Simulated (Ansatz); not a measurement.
A run for Ansatz (a quantum-chemistry and plane-wave program): U-B3LYP-D3(BJ)/def2-TZVP on H3O3Re (SMILES [OH][Re]([OH])[OH]), 2S+1 = 5, a spin state set in the input, which need not be the lowest. Elements past Kr take the def2 small-core potentials; no spin–orbit coupling.

Ansatz 0.2 input:
```yaml
crystal:
  periodic: [false, false, false]
  atoms:
    - {symbol: Re, position_ang: [0.05274921, -0.00395018, -0.13916551]}
    - {symbol: O, position_ang: [-1.16442367, -1.48598683, -0.27456586]}
    - {symbol: H, position_ang: [-2.01199426, -1.33959139, 0.13941174]}
    - {symbol: O, position_ang: [0.18358100, 1.47849368, -1.22942452]}
    - {symbol: H, position_ang: [-0.31408343, 2.23108128, -1.13477007]}
    - {symbol: O, position_ang: [1.20431213, -0.25086858, 1.35539537]}
    - {symbol: H, position_ang: [1.94785109, -0.70478151, 1.13393060]}
basis:
  gaussian:
    orbitals: def2-TZVP
hamiltonian:
  xc: b3lyp
  dispersion: d3bj
magnetization: {spin_polarized: true, initial_magnetization: 4}
relax: {f_tol: 0.005, max_steps: 120}
```

It printed:

```
WARN ansatz: RAYON_NUM_THREADS=4 ignored (pool sized by the plan → 4); use --threads N
Functional definition: B3LYP
integrals: 0.06 GiB planned
962 factors; their error is unknown
mean field: 0.77 GiB planned
mean field evaluation 1: about -8307.7271 eV, gradient 7.0e1 eV
mean field evaluation 2: about -8196.3089 eV, gradient 1.8e2 eV
mean field evaluation 4: about -8322.7213 eV, gradient 1.1e1 eV
mean field evaluation 8: about -8323.1875 eV, gradient 2.0e-1 eV
mean field evaluation 16: about -8323.2024 eV, gradient 4.1e-3 eV
mean field -8323.20238973 eV, -305.8720461533 hartree, gradient 2.7e-5 eV, S^2 6.008527; 2 other end points of the search recorded, 0 dependent functions left out
the calculation of the forces begins
reference -8323.20263850 eV, -305.8720552956 hartree; 23, 19 occupied and 128, 132 virtual orbitals, 962 factors
relax step   1: F+E_penalty+E_count = -8323.41810834 eV  Δ(F+E_penalty+E_count) = +0.000e0 eV  max|allowed force component| = 3.615e0 eV/Å  Δτ_max = 0.0000 Å  (53 SCF iters, accepted)
these checks for a lower state are left out or cut short: starts, cluster_reference, orbital_swaps, neighbouring_geometries, increment
integrals: 0.06 GiB planned
962 factors; their error is unknown
mean field: 0.76 GiB planned
mean field evaluation 32: about -8323.9320 eV, gradient 2.4e-1 eV
mean field -8323.93227431 eV, -305.8988689170 hartree, gradient 6.1e-5 eV, S^2 6.010258; 0 other end points of the search recorded, 0 dependent functions left out
the calculation of the forces begins
reference -8323.93252341 eV, -305.8988780711 hartree; 23, 19 occupied and 128, 132 virtual orbitals, 962 factors
relax step   2: F+E_penalty+E_count = -8324.14415136 eV  Δ(F+E_penalty+E_count) = -7.260e-1 eV  max|allowed force component| = 9.517e-1 eV/Å  Δτ_max = 0.1997 Å  (46 SCF iters, accepted)
these checks for a lower state are left out or cut short: starts, cluster_reference, orbital_swaps, neighbouring_geometries, increment
integrals: 0.06 GiB planned
962 factors; their error is unknown
mean field: 0.77 GiB planned
mean field -8324.04640735 eV, -305.9030632288 hartree, gradient 2.2e-5 eV, S^2 6.010394; 0 other end points of the search recorded, 0 dependent functions left out
the calculation of the forces begins
reference -8324.04665539 eV, -305.9030723442 hartree; 23, 19 occupied and 128, 132 virtual orbitals, 962 factors
relax step   3: F+E_penalty+E_count = -8324.25968191 eV  Δ(F+E_penalty+E_count) = -1.155e-1 eV  max|allowed force component| = 8.446e-1 eV/Å  Δτ_max = 0.1949 Å  (43 SCF iters, accepted)
these checks for a lower state are left out or cut short: starts, cluster_reference, orbital_swaps, neighbouring_geometries, increment
integrals: 0.06 GiB planned
962 factors; their error is unknown
mean field: 0.77 GiB planned
mean field -8324.09324186 eV, -305.9047843652 hartree, gradient 1.3e-5 eV, S^2 6.010137; 0 other end points of the search recorded, 0 dependent functions left out
the calculation of the forces begins
reference -8324.09348908 eV, -305.9047934503 hartree; 23, 19 occupied and 128, 132 virtual orbitals, 962 factors
relax step   4: F+E_penalty+E_count = -8324.30724587 eV  Δ(F+E_penalty+E_count) = -4.756e-2 eV  max|allowed force component| = 1.373e0 eV/Å  Δτ_max = 0.1926 Å  (44 SCF iters, accepted)
these checks for a lower state are left out or cut short: starts, cluster_reference, orbital_swaps, neighbouring_geometries, increment
integrals: 0.06 GiB planned
962 factors; their error is unknown
mean field: 0.77 GiB planned
mean field -8324.14279980 eV, -305.9066055859 hartree, gradient 1.0e-5 eV, S^2 6.010142; 0 other end points of the search recorded, 0 dependent functions left out
the calculation of the forces begins
reference -8324.14304614 eV, -305.9066146389 hartree; 23, 19 occupied and 128, 132 virtual orbitals, 962 factors
relax step   5: F+E_penalty+E_count = -8324.35752654 eV  Δ(F+E_penalty+E_count) = -5.028e-2 eV  max|allowed force component| = 2.473e0 eV/Å  Δτ_max = 0.1910 Å  (44 SCF iters, accepted)
these checks for a lower state are left out or cut short: starts, cluster_reference, orbital_swaps, neighbouring_geometries, increment
integrals: 0.06 GiB planned
962 factors; their error is unknown
mean field: 0.77 GiB planned
mean field evaluation 64: about -8324.3358 eV, gradient 2.3e-1 eV
mean field -8324.33603867 eV, -305.9137069833 hartree, gradient 1.7e-5 eV, S^2 6.009693; 0 other end points of the search recorded, 0 dependent functions left out
the calculati
[...]
 checks for a lower state are left out or cut short: starts, cluster_reference, orbital_swaps, neighbouring_geometries, increment
integrals: 0.06 GiB planned
962 factors; their error is unknown
mean field: 0.77 GiB planned
mean field -8324.41594261 eV, -305.9166433990 hartree, gradient 1.6e-5 eV, S^2 6.009469; 0 other end points of the search recorded, 0 dependent functions left out
the calculation of the forces begins
reference -8324.41618508 eV, -305.9166523098 hartree; 23, 19 occupied and 128, 132 virtual orbitals, 962 factors
relax step   9: F+E_penalty+E_count = -8324.63270891 eV  Δ(F+E_penalty+E_count) = +1.848e-2 eV  max|allowed force component| = 8.044e-1 eV/Å  Δτ_max = 0.1229 Å  (41 SCF iters, rejected (line search))
these checks for a lower state are left out or cut short: starts, cluster_reference, orbital_swaps, neighbouring_geometries, increment
integrals: 0.06 GiB planned
962 factors; their error is unknown
mean field: 0.77 GiB planned
mean field evaluation 96: about -8324.4555 eV, gradient 2.1e-1 eV
mean field -8324.45562189 eV, -305.9181015857 hartree, gradient 1.8e-5 eV, S^2 6.009834; 0 other end points of the search recorded, 0 dependent functions left out
the calculation of the forces begins
reference -8324.45586316 eV, -305.9181104524 hartree; 23, 19 occupied and 128, 132 virtual orbitals, 962 factors
relax step  10: F+E_penalty+E_count = -8324.67243370 eV  Δ(F+E_penalty+E_count) = -2.125e-2 eV  max|allowed force component| = 1.134e-1 eV/Å  Δτ_max = 0.0602 Å  (41 SCF iters, accepted)
these checks for a lower state are left out or cut short: starts, cluster_reference, orbital_swaps, neighbouring_geometries, increment
integrals: 0.06 GiB planned
962 factors; their error is unknown
mean field: 0.77 GiB planned
mean field -8324.45807683 eV, -305.9181918031 hartree, gradient 2.4e-5 eV, S^2 6.009838; 0 other end points of the search recorded, 0 dependent functions left out
the calculation of the forces begins
reference -8324.45831883 eV, -305.9182006965 hartree; 23, 19 occupied and 128, 132 virtual orbitals, 962 factors
relax step  11: F+E_penalty+E_count = -8324.67452095 eV  Δ(F+E_penalty+E_count) = -2.087e-3 eV  max|allowed force component| = 1.838e-1 eV/Å  Δτ_max = 0.0798 Å  (36 SCF iters, accepted)
these checks for a lower state are left out or cut short: starts, cluster_reference, orbital_swaps, neighbouring_geometries, increment
integrals: 0.06 GiB planned
962 factors; their error is unknown
mean field: 0.77 GiB planned
mean field -8324.45987747 eV, -305.9182579756 hartree, gradient 2.4e-5 eV, S^2 6.009842; 0 other end points of the search recorded, 0 dependent functions left out
the calculation of the forces begins
reference -8324.46011913 eV, -305.9182668564 hartree; 23, 19 occupied and 128, 132 virtual orbitals, 962 factors
relax step  12: F+E_penalty+E_count = -8324.67650403 eV  Δ(F+E_penalty+E_count) = -1.983e-3 eV  max|allowed force component| = 4.618e-2 eV/Å  Δτ_max = 0.0210 Å  (38 SCF iters, accepted)
these checks for a lower state are left out or cut short: starts, cluster_reference, orbital_swaps, neighbouring_geometries, increment
integrals: 0.06 GiB planned
962 factors; their error is unknown
mean field: 0.77 GiB planned
mean field -8324.45476186 eV, -305.9180699804 hartree, gradient 1.7e-5 eV, S^2 6.009771; 0 other end points of the search recorded, 0 dependent functions left out
the calculation of the forces begins
reference -8324.45500317 eV, -305.9180788483 hartree; 23, 19 occupied and 128, 132 virtual orbitals, 962 factors
relax step  13: F+E_penalty+E_count = -8324.67155699 eV  Δ(F+E_penalty+E_count) = +4.947e-3 eV  max|allowed force component| = 3.176e-1 eV/Å  Δτ_max = 0.0656 Å  (41 SCF iters, rejected (line search))
these checks for a lower state are left out or cut short: starts, cluster_reference, orbital_swaps, neighbouring_geometries, increment
integrals: 0.06 GiB planned
962 factors; their error is unknown
mean field: 0.77 GiB planned
mean field evaluation 128: about -8324.4600 eV, gradient 2.4e-5 eV
mean field -8324.46004398 eV, -305.9182640948 hartree, gradient 2.4e-5 eV, S^2 6.009818; 0 other end points of the search recorded, 0 dependent functions left out
the calculation of the forces begins
reference -8324.46028559 eV, -305.9182729736 hartree; 23, 19 occupied and 128, 132 virtual orbitals, 962 factors
relax step  14: F+E_penalty+E_count = -8324.67671793 eV  Δ(F+E_penalty+E_count) = -2.139e-4 eV  max|allowed force component| = 1.777e-2 eV/Å  Δτ_max = 0.0173 Å  (37 SCF iters, accepted)
these checks for a lower state are left out or cut short: starts, cluster_reference, orbital_swaps, neighbouring_geometries, increment
integrals: 0.06 GiB planned
962 factors; their error is unknown
mean field: 0.77 GiB planned
mean field -8324.46007918 eV, -305.9182653881 hartree, gradient 1.7e-5 eV, S^2 6.009822; 0 other end points of the search recorded, 0 dependent functions left out
the calculation of the forces begins
reference -8324.46032080 eV, -305.9182742677 hartree; 23, 19 occupied and 128, 132 virtual orbitals, 962 factors
relax step  15: F+E_penalty+E_count = -8324.67676362 eV  Δ(F+E_penalty+E_count) = -4.570e-5 eV  max|allowed force component| = 1.022e-2 eV/Å  Δτ_max = 0.0068 Å  (37 SCF iters, accepted)
these checks for a lower state are left out or cut short: starts, cluster_reference, orbital_swaps, neighbouring_geometries, increment
integrals: 0.06 GiB planned
962 factors; their error is unknown
mean field: 0.77 GiB planned
mean field -8324.46007707 eV, -305.9182653106 hartree, gradient 1.6e-5 eV, S^2 6.009830; 0 other end points of the search recorded, 0 dependent functions left out
the calculation of the forces begins
reference -8324.46031867 eV, -305.9182741891 hartree; 23, 19 occupied and 128, 132 virtual orbitals, 962 factors
relax step  16: F+E_penalty+E_count = -8324.67676965 eV  Δ(F+E_penalty+E_count) = -6.027e-6 eV  max|allowed force component| = 8.427e-3 eV/Å  Δτ_max = 0.0022 Å  (39 SCF iters, accepted)
these checks for a lower state are left out or cut short: starts, cluster_reference, orbital_swaps, neighbouring_geometries, increment
integrals: 0.06 GiB planned
962 factors; their error is unknown
mean field: 0.77 GiB planned
mean field -8324.46007948 eV, -305.9182653992 hartree, gradient 2.6e-5 eV, S^2 6.009828; 0 other end points of the search recorded, 0 dependent functions left out
the calculation of the forces begins
reference -8324.46032108 eV, -305.9182742776 hartree; 23, 19 occupied and 128, 132 virtual orbitals, 962 factors
relax step  17: F+E_penalty+E_count = -8324.67677257 eV  Δ(F+E_penalty+E_count) = -2.916e-6 eV  max|allowed force component| = 1.928e-3 eV/Å  Δτ_max = 0.0005 Å  (29 SCF iters, accepted)
integrals: 0.06 GiB planned
962 factors; their error is unknown
mean field: 0.77 GiB planned
mean field evaluation 160: about -8324.4442 eV, gradient 1.6e-1 eV
mean field -8324.46007948 eV, -305.9182653992 hartree, gradient 2.7e-5 eV, S^2 6.009828; 1 other end points of the search recorded, 0 dependent functions left out
the calculation of the forces begins
reference -8324.46032108 eV, -305.9182742776 hartree; 23, 19 occupied and 128, 132 virtual orbitals, 962 factors
Total energy: -8324.67701416 eV, -305.9262376017 hartree
Atom 0 at     0.069890     0.222445    -0.221356 Å, force    -0.000096    -0.000790    -0.000142 eV/Å
Atom 1 at    -0.810161    -1.439393     0.329251 Å, force    -0.001928     0.000087    -0.001243 eV/Å
Atom 2 at    -1.683866    -1.609441    -0.036982 Å, force     0.001866     0.000145     0.001125 eV/Å
Atom 3 at    -0.005988     1.706988    -1.437634 Å, force     0.000403    -0.001008     0.000466 eV/Å
Atom 4 at    -0.357772     2.580867    -1.234954 Å, force    -0.000316     0.000955    -0.000020 eV/Å
Atom 5 at     1.434039    -0.343216     1.012869 Å, force     0.000750     0.000643     0.000188 eV/Å
Atom 6 at     1.251850    -1.193855     1.439619 Å, force    -0.000679    -0.000033    -0.000375 eV/Å
Dipole moment:    -0.489096     0.175941    -0.064255 e Å
```

The run converged.

Cost: roughly 4 core-minutes.
